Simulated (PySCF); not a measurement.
Simulated S 2p region for germanium monosulfide, `[S+]#[Ge-]`, binding energy against the vacuum level.

Every computed line was given a Gaussian of 0.7 eV full width at half maximum and an area set by the number of equivalent atoms (split 2:1 within a doublet); the highest printed point is 100. The calculation used delta-SCF UKS SCAN, pcX-2 on the ionised atom, pcseg-1 elsewhere, spin-free X2C (PySCF).

binding energy (eV), intensity and a bar:
```
    167.7          0 
    167.8          1 
    167.9          2 #
    168.0          6 ##
    168.1         12 ####
    168.2         23 #######
    168.3         39 ############
    168.4         58 ##################
    168.5         78 #######################
    168.6         94 ############################
    168.7        100 ##############################
    168.8         95 #############################
    168.9         81 ########################
    169.0         62 ###################
    169.1         43 #############
    169.2         28 ########
    169.3         19 ######
    169.4         17 #####
    169.5         20 ######
    169.6         28 ########
    169.7         37 ###########
    169.8         45 ##############
    169.9         50 ###############
    170.0         49 ###############
    170.1         43 #############
    170.2         33 ##########
    170.3         23 #######
    170.4         15 ####
    170.5          8 ##
    170.6          4 #
    170.7          2 
    170.8          1 
    170.9          0
```

Question: How many maxima does the curve show, and how many computed lines lie under it?

Answer: The curve has 2 maxima (at 168.7 and 169.9 eV). Under it lie 2 lines from 1 inequivalent sulfur site, drawn as a 2p3/2, 2p1/2 pair.

Question: Decompose the envelope and assign each component. Numbering: `[S+:1]#[Ge-:2]`.

Answer: 
```
position (eV)  relative area     line  atoms          environment
       168.71           0.67  S 2p3/2     S1  sulfur bonded to Ge
       169.93           0.33  S 2p1/2     S1  sulfur bonded to Ge
```

No satellites, vibrations or lifetime broadening are included. The 2p values add to the ΔSCF energy of one spin-free hole a correction within the shell (spin–orbit coupling, ligand field). 2p1/2 minus 2p3/2 (ligand field included): S 1.23 eV. Isolated species at its PBE0-D3(BJ)/def2-SVP geometry, gas phase.

On an x86-64 server with one thread, on a shared host, this took 1.2 s of wall time.
